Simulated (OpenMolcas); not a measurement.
# Lines of Ge: computed and rescaled rates

```yaml
Program: OpenMolcas 26.06
Method: "SS-CASPT2, IPEA 0.25 Eh, imaginary shift 0.1 Eh (closed shells correlated: 3d)"
Basis: ANO-RCC-VQZP [7s6p4d2f1g]
Scalar_Hamiltonian: DKH2, point nucleus
Active_space: 4 electrons in 8 orbitals (4s 4p 5s 5p)
State_averaging: 2S+1 = 3 even, 3 roots; 2S+1 = 1 even, 6 roots; 2S+1 = 5 odd, 1 root; 2S+1 = 3 odd, 5 roots
Spin-orbit_coupling: RASSI with atomic mean-field integrals over the reference wave functions, term energies averaged over their components
```

Rates come from the transition moments of the reference wave functions (E1 and E2 in the length form). At fixed line strength A goes as λ^-3 for E1 and M1 and as λ^-5 for E2, so a rate at the computed wavelength can be rescaled to the measured one. Measured vacuum wavelengths follow from level energies in NIST Handbook of Basic Atomic Spectroscopic Data. Branching counts decays inside the model space alone, at computed energies, and the table is only a selection of the E2 and M1 lines, drawn from those between levels with measured partners whose computed energy lies within a factor of 1.5 of the measured one.

```json
{"Upper": "4s² 4p² ³P₁", "Lower": "4s² 4p² ³P₀", "Type": "M1", "λ computed (nm)": "22380", "λ measured (nm)": "17950", "A computed (s-1)": "1.60e-03", "A rescaled (s-1)": "3.10e-03", "Branching %": "100.0"}
{"Upper": "4s² 4p² ³P₂", "Lower": "4s² 4p² ³P₁", "Type": "M1", "λ computed (nm)": "14000", "λ measured (nm)": "11730", "A computed (s-1)": "4.91e-03", "A rescaled (s-1)": "8.35e-03", "Branching %": "100.0"}
{"Upper": "4s² 4p² ¹D₂", "Lower": "4s² 4p² ³P₂", "Type": "M1", "λ computed (nm)": "1486", "λ measured (nm)": "1750", "A computed (s-1)": "7.58e-02", "A rescaled (s-1)": "", "Branching %": "67.8"}
{"Upper": "4s² 4p² ¹D₂", "Lower": "4s² 4p² ³P₂", "Type": "E2", "λ computed (nm)": "1486", "λ measured (nm)": "1750", "A computed (s-1)": "1.21e-03", "A rescaled (s-1)": "", "Branching %": "1.1"}
{"Upper": "4s² 4p² ¹D₂", "Lower": "4s² 4p² ³P₁", "Type": "M1", "λ computed (nm)": "1343", "λ measured (nm)": "1522", "A computed (s-1)": "3.44e-02", "A rescaled (s-1)": "", "Branching %": "30.8"}
{"Upper": "4s² 4p² ¹S₀", "Lower": "4s² 4p² ¹D₂", "Type": "E2", "λ computed (nm)": "1110", "λ measured (nm)": "1082", "A computed (s-1)": "1.15e+00", "A rescaled (s-1)": "1.31e+00", "Branching %": "52.7"}
{"Upper": "4s² 4p² ¹S₀", "Lower": "4s² 4p² ³P₂", "Type": "E2", "λ computed (nm)": "635.3", "λ measured (nm)": "668.6", "A computed (s-1)": "4.45e-02", "A rescaled (s-1)": "", "Branching %": "2.0"}
{"Upper": "4s² 4p² ¹S₀", "Lower": "4s² 4p² ³P₁", "Type": "M1", "λ computed (nm)": "607.7", "λ measured (nm)": "632.5", "A computed (s-1)": "9.85e-01", "A rescaled (s-1)": "", "Branching %": "45.2"}
```

Spin-changing lines and M1 lines between different terms are not rescaled, since their strength hangs on the term gaps too.

The largest correction is for 4s² 4p² ³P₁ → 4s² 4p² ³P₀ (M1): 1.60e-03 × (22380 / 17950)^3 = 3.10e-03 s-1, a factor of 1.94.

No measured rate stands beside these. Rescaling mends the energy factor alone: line strengths can still be far off where a level mixes with configurations outside the active space, and weak or spin-changing lines hang on small mixing coefficients that depend on the term gaps too, so rescaling need not improve them.

Term energies are means over components that CASPT2 splits; among the terms shown or strongly mixed into the levels shown the widest spread is 58 cm-1 (4s² 4p² ¹D). Over all roots computed the reference weight is 0.87 to 0.95; the roots of lowest weight are the least certain, and an intruder state may touch them. Active for correlation alone: 5p 5s; no level in the range computed is led by a configuration that fills them, so any true level of that kind is missing. Measured partners are found by configuration, term and J. A level has none where our copy of the source lacks it or the pairing is in doubt (some pairs that miss far off the trend of their configuration count as doubtful). Levels of configurations outside the active space are missing.
